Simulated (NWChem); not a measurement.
# CHClO3Si; SMILES O=C1O[SiH](Cl)O1

```xyz
7

O     -0.6033    -2.6727     0.0000
C     -0.1678    -1.5711     0.0000
O      0.1571    -0.7664     1.0910
Si     0.6540     0.4345     0.0000
Cl    -0.4657     2.1304     0.0000
O      0.1571    -0.7664    -1.0910
H      2.0820     0.7711     0.0000
```
Atoms are numbered in this order, from 1.

All runs: NWChem. Pople sets run with spherical d functions. The geometry was optimised at B3LYP/6-31G* (spherical d). Level BLYP/6-31G*: single points from the atomic guess with DIIS by default; each run changes one setting, and all converged runs end within 0.3 mHa of each other. cgmin counts macro-iterations, each dearer than a DIIS step. NWChem's automatic level shift, which a small gap switches on, acted in some of these runs.

```
setting                                  SCF iterations
---------------------------------------  --------------
defaults                                             11
quadratically convergent solver (cgmin)               6
occupation smearing of 0.005 Ha                      11
core-Hamiltonian guess                               18
70 % damping for 30 cycles                           33
level shift of 0.5 Ha throughout                     16
```
